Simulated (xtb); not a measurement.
CAuClO, charge +1, doublet, from a rough starting geometry (GFN-xTB shapes and energies of metal compounds can be far from the true ones) (the multiplicity is a formal guess); GFN2-xTB (xtb 6.7.1).

Input for xtb:
```
$ xtb mol.xyz --gfn 2 --chrg 1 --uhf 1 --opt vtight --json

# file mol.xyz
4

Au    -0.03112189     0.47155729    -0.45141330
Cl    -0.24401432     2.08037358    -1.90041860
O      0.17923408    -1.73439294     1.51637471
C      0.16337075    -0.87636178     0.81752804
```

Output, abridged:

```
   ID    Z sym.   atoms
    1   79 Au     1
    2   17 Cl     2
    3    8 O      3
    4    6 C      4

           -------------------------------------------------
          |                Calculation Setup                |
           -------------------------------------------------

           -------------------------------------------------
          |                 G F N 2 - x T B                 |
           -------------------------------------------------

          ...................................................
          :                      SETUP                      :
          :.................................................:
          :  # basis functions                  28          :
          :  # atomic orbitals                  26          :
          :  # shells                           10          :
          :  # electrons                        27          :
          :  max. iterations                   250          :
          :  Hamiltonian                  GFN2-xTB          :
          :  restarted?                      false          :
          :  GBSA solvation                  false          :
          :  PC potential                    false          :
          :  electronic temp.          300.0000000     K    :
          :  accuracy                    1.0000000          :
          :  -> integral cutoff          0.2500000E+02      :
          :  -> integral neglect         0.1000000E-07      :
          :  -> SCF convergence          0.1000000E-05 Eh   :
          :  -> wf. convergence          0.1000000E-03 e    :
          :  Broyden damping             0.4000000          :
          :  net charge                          1          :
          :  unpaired electrons                  1          :
          ...................................................

 iter      E             dE          RMSdq      gap      omega  full diag
   1    -14.1276282 -0.141276E+02  0.709E+00    4.97       0.0  T
   2    -14.1622244 -0.345962E-01  0.443E+00    4.33       1.0  T
   3    -14.1626800 -0.455551E-03  0.229E+00    3.70       1.0  T
   4    -14.1639726 -0.129263E-02  0.850E-01    3.98       1.0  T
   5    -14.1660278 -0.205521E-02  0.148E-01    3.90       1.0  T
   6    -14.1660870 -0.591769E-04  0.746E-02    3.94       1.0  T
   7    -14.1660860  0.983873E-06  0.711E-02    3.94       1.0  T
   8    -14.1660929 -0.692805E-05  0.307E-02    3.93       1.6  T
[...]
         :: total energy             -14.067153512738 Eh    ::
 * total energy  :   -14.0671535 Eh     change       -0.3357137E-10 Eh
 * total energy  :   -14.0691088 Eh     change       -0.1955267E-02 Eh
 * total energy  :   -14.0695815 Eh     change       -0.4727667E-03 Eh
 * total energy  :   -14.0697177 Eh     change       -0.1361935E-03 Eh
 * total energy  :   -14.0697575 Eh     change       -0.3973972E-04 Eh
 * total energy  :   -14.0697731 Eh     change       -0.1558850E-04 Eh
 * total energy  :   -14.0697871 Eh     change       -0.1398664E-04 Eh
 * total energy  :   -14.0697927 Eh     change       -0.5683095E-05 Eh
 * total energy  :   -14.0697929 Eh     change       -0.1595323E-06 Eh
 * total energy  :   -14.0697938 Eh     change       -0.8766921E-06 Eh
 * total energy  :   -14.0697938 Eh     change       -0.8081695E-09 Eh
   *** GEOMETRY OPTIMIZATION CONVERGED AFTER 11 ITERATIONS ***
         :: total energy             -14.069793775179 Eh    ::
[...]
        23                         -0.1952657              -5.3134
        24                         -0.1688049              -4.5934
        25                          0.5051429              13.7456
        26                          0.7690430              20.9267
      -------------------------------------------------------------
                  HL-Gap            0.1379082 Eh            3.7527 eV
             Fermi-level           -0.6294499 Eh          -17.1282 eV

     #   Z          covCN         q      C6AA      α(0)
     1  79 Au       1.850     0.457   258.378    30.792
     2  17 Cl       0.878     0.193    93.565    14.798
     3   8 O        0.856     0.149    13.264     4.883
     4   6 C        1.827     0.202    26.394     8.300

 Mol. C6AA /au·bohr⁶  :       1181.582470
 Mol. C8AA /au·bohr⁸  :      69885.540115
 Mol. α(0) /au        :         58.773034

Wiberg/Mayer (AO) data.
largest (>0.10) Wiberg bond orders for each atom

 ---------------------------------------------------------------------------
     #   Z sym  total        # sym  WBO       # sym  WBO       # sym  WBO
 ---------------------------------------------------------------------------
     1  79 Au   1.587 --     4 C    0.799     2 Cl   0.696
     2  17 Cl   0.770 --     1 Au   0.696
     3   8 O    2.747 --     4 C    2.656
     4   6 C    3.529 --     3 O    2.656     1 Au   0.799
 ---------------------------------------------------------------------------

Topologies differ in total number of bonds
Writing topology from bond orders to xtbtopo.mol

molecular dipole:
                 x           y           z       tot (Debye)
 q only:       -0.014       0.358      -0.349
   full:       -0.033       0.514      -0.490       1.807
molecular quadrupole (traceless):
                xx          xy          yy          xz          yz          zz
 q only:       -5.273      -1.076       3.467       0.969      -7.998       1.806
  q+dip:       -6.688      -1.360       4.395       1.225     -10.143       2.293
   full:       -5.602      -1.131       3.662       1.021      -8.497       1.940

optimized geometry written to: xtbopt.xyz

           -------------------------------------------------
          | TOTAL ENERGY              -14.069793775179 Eh   |
          | GRADIENT NORM               0.000389688363 Eh/α |
          | HOMO-LUMO GAP               3.752674341666 eV   |
           -------------------------------------------------

normal termination of xtb
```
